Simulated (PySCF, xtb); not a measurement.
GaClBr₂, SMILES [Ga]([Br])([Br])[Cl].

GFN2-xTB in xtb at its own geometry gives an orbital gap of 3.71 eV and a dipole moment of 4.09 D.

Coordinates come from a B3LYP-D3(BJ)/def2-SVP optimisation.

Task: What does PBE0/def2-TZVP run with PySCF give? (The exact figures need the calculation; the answer reports its results.)

Result: gap 6.51 eV (levels -8.85 and -2.34 eV), dipole 0.35 D.
